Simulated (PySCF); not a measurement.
H4Pb, SMILES [PbH4]. Atoms are numbered in the order given.

```xyz
5

Pb     0.0000     0.0000     0.0000
H     -1.0103     1.0103    -1.0103
H      1.0103     1.0103     1.0103
H      1.0103    -1.0103    -1.0103
H     -1.0103    -1.0103     1.0103
```

Geometry optimised at PBE0-D3(BJ)/def2-TZVPD. The def2 effective core potentials stand for the cores of Pb; spin–orbit coupling is left out.

The numbers are results of PBE/def2-TZVPD (PySCF), not measurements.

Symmetry labels are those of the subgroup D2 that the program uses (full group Td).

Problem. List the valence orbital energies around the gap with their symmetry. (Estimate from the structure and the level; the computed values follow.)

Solution. 
| orbital | symmetry | energy (eV) |
|---|---|---|
| HOMO−7 | B2 | -21.31 |
| HOMO−6 | B3 | -21.31 |
| HOMO−5 | A | -21.07 |
| HOMO−4 | A | -21.07 |
| HOMO−3 | A | -14.01 |
| HOMO−2 | B1 | -7.74 |
| HOMO−1 | B2 | -7.74 |
| HOMO | B3 | -7.74 |
| LUMO | A | -1.54 |
| LUMO+1 | B1 | -0.05 |
| LUMO+2 | B2 | -0.05 |
| LUMO+3 | B3 | -0.05 |
